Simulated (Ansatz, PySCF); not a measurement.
System: BeCl₂ (charge +1, doublet). 
Geometry from a B3LYP-D3(BJ)/def2-TZVP (Ansatz, a quantum-chemistry and plane-wave program) optimisation:
```xyz
3

Be     0.0000     0.0000     0.0000
Cl     0.0000     0.0000    -1.8389
Cl     0.0000     0.0000     1.8389
```
Charge +1, spin multiplicity 2.

Total electronic energies in hartree. Valence correlation only, unless marked. Open shells are spin-unrestricted. Spin-orbit coupling is left out. No relativistic terms.  The program attaches cautions to a run behind CCSD(T)/STO-3G: other roots. The program attaches cautions to a run behind CCSD(T)/6-31G: other roots. The program attaches cautions to a run behind CCSD(T)/def2-SVP: other roots. The program attaches cautions to a run behind CCSDT/def2-SVP: other roots.

The Hartree-Fock reference is unstable (checked in the largest basis), which strains HF and MP2. 

| level | program | energy (Eh) |
|---|---|---|
| HF/def2-TZVPD | PySCF | -933.38289 |
| HF-D3(BJ)/def2-TZVPD | PySCF + dftd3 | -933.40250 |
| RI-HF/def2-QZVPPD | Ansatz | -933.42817 |
| PBE/def2-TZVPD | Ansatz | -934.48780 |
| PBE-D3(BJ)/def2-TZVPD | Ansatz + dftd3 | -934.48993 |
| revPBE-D3(BJ)/def2-TZVPD | Ansatz + dftd3 | -934.73155 |
| M06-L-D4/def2-TZVPD | PySCF + dftd4 | -934.88467 |
| r2SCAN-D4/def2-TZVPD | Ansatz + dftd4 | -934.82058 |
| B97M-V/def2-TZVPD | Ansatz | ? |
| B3LYP/def2-TZVPD | Ansatz | -934.92463 |
| PBE0/def2-QZVPP | Ansatz | -934.58487 |
| PW6B95-D4/def2-TZVPD | PySCF + dftd4 | -935.62440 |
| PW6B95/def2-TZVPD | PySCF | -935.62298 |
| HSE06/def2-TZVPD | Ansatz | -934.53758 |
| LC-wPBE-D3(BJ)/def2-TZVPD | Ansatz + dftd3 | -934.58995 |
| LC-wPBE/def2-TZVPD | Ansatz | -934.58765 |
| wB97X-V/def2-TZVPD | Ansatz | -934.72651 |
| B2PLYP-D4/def2-TZVPD | Ansatz + dftd4 | ? |
| CCSD(T)/STO-3G | Ansatz | -923.43763 |
| CCSD(T)/6-31G | Ansatz | -933.40514 |
| CCSD(T)/def2-SVP | Ansatz | -933.36438 |
| CCSDT/def2-SVP | Ansatz | -933.36587 |

Problem. Complete the blanks.

Solution. 
- B97M-V/def2-TZVPD, energy (Eh): -934.67363
- B2PLYP-D4/def2-TZVPD, energy (Eh): -934.60310
